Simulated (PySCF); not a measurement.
# Bond energies at PBE0/def2-TZVPP beside a composite method

PySCF, lowest determinants of a PBE0 search. The composite is CCSD(T) extrapolated to the basis-set limit from two correlation-consistent sets, with core-valence (CV) and scalar-relativistic (SR) terms as its label shows; it has no spin–orbit coupling and nothing beyond (T).

| species | state (unpaired electrons) | De PBE0 (eV) | De composite (eV) | composite | dissociates to |
| --- | --- | --- | --- | --- | --- |
| NaI | singlet (closed shell) | 3.23 | 3.34 | CCSD(T)/CBS(DT)+CV | Na + I |
| NaCl | singlet (closed shell) | 4.03 | 4.15 | CCSD(T)/CBS(DT)+CV+SR | Na + Cl |
| C2 | triplet (σ ↑, π ↑) | 6.30 | 6.23 | CCSD(T)/CBS(TQ)+CV+SR | C + C |
| GaS | doublet (σ ↑) | 3.74 | 3.61 | CCSD(T)/CBS(DT) | Ga + S |
| SbCl | triplet (π ↑↑) | 3.20 | 3.04 | CCSD(T)/CBS(DT) | Sb + Cl |
| NaB | triplet (σ ↑, π ↑) | 0.95 | 0.78 | CCSD(T)/CBS(DT)+CV+SR | Na + B |
| AuH | singlet (closed shell) | 2.98 | 3.21 | CCSD(T)/CBS(TQ)+CV | H + Au (5d10 6s1) |
| BBr | singlet (closed shell) | 4.58 | 4.58 | CCSD(T)/CBS(TQ)+CV | B + Br |

Does PBE0 bind more or less than the composite, by how much on average, and where is the difference largest?

PBE0/def2-TZVPP binds about as much on average, method and basis taken together: the mean signed difference is +0.01 eV and the mean absolute one 0.12 eV; it is largest for AuH (-0.23 eV).

The molecules are drawn from runs that passed checks on state, spin purity and fit, so the hardest cases are missing and the errors look smaller than over all diatomics.

Correlated steps freeze the inner cores (2 to 10 orbitals); shallow outer-core shells are correlated. Spin–orbit coupling is left out, which matters for elements this heavy, above all for dissociation energies. Where the molecule has an RHF reference, its open-shell atoms are computed with UHF. The CCSD T1 diagnostic is raised in AuH, a sign that a single reference may not be enough there. States were picked by a PBE0 search and need not be the measured ground states.
